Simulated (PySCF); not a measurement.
**Gas-phase XPS of `C[SiH2]C#P`, computed**

C2H5PSi.
Numbering: `[CH3:1][SiH2:2][C:3]#[P:4]`

Computed, not measured: delta-SCF UKS SCAN, pcX-2 on the ionised atom, pcseg-1 elsewhere, spin-free X2C in PySCF. Each binding energy is the total energy of the core-ionised species, with the hole localised on one atom, minus that of the ground state; both are solved self-consistently, so orbital relaxation is included.

Task: What binding energy does each computed site have?

Result: 
```
atom(s)             environment     level  binding energy (eV)  2p1/2 (eV)  count
     C1        Si-methyl carbon      C 1s               290.22           –      1
    Si2            SiH2 silicon  Si 2p3/2               106.80      107.43      1
    Si2            SiH2 silicon     Si 1s              1846.62           –      1
     P4  phosphorus bonded to C   P 2p3/2               136.47      137.36      1
     P4  phosphorus bonded to C      P 1s              2149.94           –      1
```

Task: Express the binding energy of C 1s of C1 in atomic units and per mole.

Result: 290.22 eV = 10.6654 Eh = 28002 kJ/mol.

The list is incomplete; no value stands for C 1s of C3 (hole states with ⟨S²⟩ of 1 or more are left out). For 2p shells one spin-free hole was relaxed; a mean-field spin–orbit operator and the ground-state splitting of the three 2p orbitals were then diagonalised within the shell. The shell's mean is (2 × 2p3/2 + 2p1/2)/3, and the degeneracies 2j + 1 give areas of 2:1. 2p1/2 minus 2p3/2 (ligand field included): Si 0.62 eV, P 0.89 eV. Isolated species at its GFN2-xTB geometry, gas phase.
